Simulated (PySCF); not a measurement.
# Working out the ionisation energy of Br

Br [Ar] 3d10 4s2 4p5 (2P) → Br⁺ [Ar] 3d10 4s2 4p4 (3P). Calculation: PySCF 2.14, in aug-cc-pVTZ-DK; the spin-free X2C one-electron Hamiltonian (Gaussian nucleus). Frozen: [Ar] 3d10. Energies in hartree (1 hartree = 27.21139 eV):

```tsv
part	Br (lower)	Br⁺ (upper)
UHF	-2604.412628	-2604.018791
CCSD correlation	-0.154972	-0.123607
(T)	-0.004901	-0.003312
```

What does Hartree-Fock give?

(-2604.018791) − (-2604.412628) = 0.393837 hartree = 10.717 eV.

What do CCSD and CCSD(T) give?

The CCSD correlation energies differ by 0.031365 hartree = 0.853 eV and the triples by 0.001589 hartree = 0.043 eV, so CCSD gives 11.570 eV and CCSD(T) 11.613 eV.

Measured between the centres of the two terms (NIST): 11.844 eV, so CCSD(T) (valence) is off by -0.231 eV.

What remains against the reference includes basis incompleteness, the frozen core and higher excitations.
